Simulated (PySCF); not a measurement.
Electric field gradients and quadrupole coupling constants

Species: C6H11NOSi.
SMILES with atom numbers: `[H]/[N:1]=[CH:2]\[CH:3]=[CH:4]/[C:5](=[O:6])[CH2:7][CH2:8][SiH3:9]` (hydrogens: H10 on N1; H11 on C2; H12 on C3; H13 on C4; H14, H15 on C7; H16, H17 on C8; H18, H19, H20 on Si9)

Geometry (GFN2-xTB, Å), atoms numbered from 1 in this order:
```xyz
20
C6H11NOSi angstrom
N      2.3373    1.1559    1.6065
C      2.9480    1.0608    0.5143
C      2.4590    1.0629   -0.8713
C      1.2577    0.7072   -1.3493
C      0.0801    0.2416   -0.5972
O     -0.2111    0.6178    0.5193
C     -0.8019   -0.7225   -1.3426
C     -1.6752   -1.5159   -0.3825
Si    -2.5216   -0.4265    0.9460
H      1.3222    1.2402    1.5406
H      4.0335    0.9820    0.5827
H      3.2206    1.3310   -1.5956
H      1.1173    0.6943   -2.4241
H     -1.4316   -0.1127   -2.0003
H     -0.1931   -1.3696   -1.9812
H     -2.4247   -2.0576   -0.9586
H     -1.0588   -2.2678    0.1123
H     -2.8035    0.9070    0.4143
H     -3.8339   -1.0685    1.1553
H     -1.8253   -0.4489    2.2244
```

Field gradients from the PBE0/pcSseg-1 density (PySCF, non-relativistic), principal values in atomic units, ordered |Vxx| ≤ |Vyy| ≤ |Vzz|:

```json
{"atom": "N1", "Vxx": "0.1696", "Vyy": "0.9702", "Vzz": "-1.1397"}
{"atom": "O6", "Vxx": "0.5813", "Vyy": "1.2303", "Vzz": "-1.8116"}
```

Question: Find the asymmetry η = (Vxx − Vyy)/Vzz and the couplings χ = eQV/h (234.96 MHz × Q in barn × V in au), with Q(14N) = 0.02044 b, Q(17O) = −0.0256 b.

Answer: 
```csv
atom,environment,nucleus,η,χzz (MHz),χxx (MHz),χyy (MHz)
N1,imine nitrogen,14N,0.70,-5.47,0.81,4.66
O6,ketone oxygen,17O,0.36,10.90,-3.50,-7.40
```

The tensor is traceless: Vxx + Vyy + Vzz = 0.

Question: What is Vzz at N1 in SI units (1 au = 9.71736 × 10²¹ V/m²)?

Answer: -1.1397 au = -11.075 × 10²¹ V/m².

Question: What couplings would deuterons (Q(2H) = 0.00286 b) have in place of the hydrogens, at this geometry?

Answer: 
```json
{"atom": "H10", "bonded to": "N1", "bond length (Å)": "1.021", "Vzz (au)": "0.3495", "η": "0.05", "χzz (kHz)": "235"}
{"atom": "H11", "bonded to": "C2", "bond length (Å)": "1.091", "Vzz (au)": "0.3020", "η": "0.06", "χzz (kHz)": "203"}
{"atom": "H12", "bonded to": "C3", "bond length (Å)": "1.085", "Vzz (au)": "0.3129", "η": "0.06", "χzz (kHz)": "210"}
{"atom": "H13", "bonded to": "C4", "bond length (Å)": "1.084", "Vzz (au)": "0.3160", "η": "0.09", "χzz (kHz)": "212"}
{"atom": "H14", "bonded to": "C7", "bond length (Å)": "1.096", "Vzz (au)": "0.2973", "η": "0.03", "χzz (kHz)": "200"}
{"atom": "H15", "bonded to": "C7", "bond length (Å)": "1.094", "Vzz (au)": "0.2983", "η": "0.04", "χzz (kHz)": "200"}
{"atom": "H16", "bonded to": "C8", "bond length (Å)": "1.090", "Vzz (au)": "0.3142", "η": "0.04", "χzz (kHz)": "211"}
{"atom": "H17", "bonded to": "C8", "bond length (Å)": "1.091", "Vzz (au)": "0.3116", "η": "0.05", "χzz (kHz)": "209"}
{"atom": "H18", "bonded to": "Si9", "bond length (Å)": "1.463", "Vzz (au)": "0.1649", "η": "0.04", "χzz (kHz)": "111"}
{"atom": "H19", "bonded to": "Si9", "bond length (Å)": "1.476", "Vzz (au)": "0.1543", "η": "0.01", "χzz (kHz)": "104"}
{"atom": "H20", "bonded to": "Si9", "bond length (Å)": "1.456", "Vzz (au)": "0.1698", "η": "0.04", "χzz (kHz)": "114"}
```

The structure is a single GFN2-xTB conformer in the gas phase; no vibrational or solvent corrections. GFN2-xTB bond lengths can be off by several hundredths of an ångström, more for odd bonds, and the gradients follow them. A larger basis could move these couplings by a tenth or more.

These values come from a run that also computed NMR shieldings. On one thread of an Arm Neoverse V2, no GPU, on a shared host, this took 47 s and 1.0 GiB of memory at its peak.
